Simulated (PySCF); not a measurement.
In(H)(F)(OMe) (CH4FInO), SMILES [InH]([O]C)[F]. The structure is a stationary point at PBE0-D3(BJ)/def2-SVP. The def2 effective core potentials stand for the cores of In; spin–orbit coupling is left out. Other conformers were not sampled.

Computed with PBE0-D3(BJ)/def2-SVP in PySCF.

Harmonic wavenumbers (cm⁻¹): 94, 103, 126, 243, 400, 421, 556, 603, 1143, 1175, 1198, 1470, 1475, 1476, 1903, 2998, 3080, 3090. Rotational constants (GHz): 6.644, 3.022, 2.105; symmetry number 1.

Task: Work out the zero-point energy and the ideal-gas rigid-rotor harmonic-oscillator thermochemistry at 298.15 K and 1 atm.

Result: ZPE = ½ Σ hcν = ½ × 21551 cm⁻¹ = 30.81 kcal/mol. H − E(el) = 35.49 kcal/mol. Entropy in cal/(mol K): translation 41.23, rotation 26.43, vibration 14.79, total 82.45. G − E(el) = 10.90 kcal/mol. Cp = 21.54 cal/(mol K). Modes under 150 cm⁻¹ make the vibrational entropy uncertain.
